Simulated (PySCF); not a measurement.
How methods differ on the ionisation energy of Pr

Pr [Xe] 4f3 6s2 [4f5/2^3, M_J = 9/2] → Pr⁺ [Xe] 4f3 6s1 [4f5/2^3 6s1/2^1, M_J = 4], as a difference of total energies. All numbers are calculated (PySCF 2.14, the two-component X2C-1e Hamiltonian, in x2c-TZVPall-2c with one added diffuse shell each of s, p, d, f type (12s12p11d5f1g, 147 functions)). Correlated levels: [Ar] 3d10 frozen; the 18 highest virtual spinors dropped. "Screened" scales the spin-orbit matrix elements by Boettger's factors to mimic the two-electron term; Breit and QED terms are absent.

```json
{"method": "GHF (spin-free)", "ionisation energy (eV)": "4.441", "difference from reference (eV)": "-1.029"}
{"method": "GMP2 (spin-free)", "ionisation energy (eV)": "5.369", "difference from reference (eV)": "-0.101"}
{"method": "GHF (screened spin-orbit)", "ionisation energy (eV)": "4.442", "difference from reference (eV)": "-1.028"}
{"method": "GMP2 (screened spin-orbit)", "ionisation energy (eV)": "5.370", "difference from reference (eV)": "-0.100"}
```

Reference: 5.470 eV (semi-empirical (NIST evaluation); NIST Atomic Spectra Database, ionization energies).

The spin-free rows relax to the high-spin LS determinant and lack the spin-orbit shift.

The labels give the starting determinants; with spin-orbit coupling the two ends relaxed to ⟨J²⟩ = 26.92, ⟨L²⟩ = 41.80, ⟨S²⟩ = 3.74 and ⟨J²⟩ = 23.19, ⟨L²⟩ = 41.81, ⟨S²⟩ = 5.96.

The determinant of Pr and of Pr⁺ mixes levels of different J (the jj label is only the starting occupation), so the difference between spin-free and spin-orbit rows is not the physical spin-orbit shift.
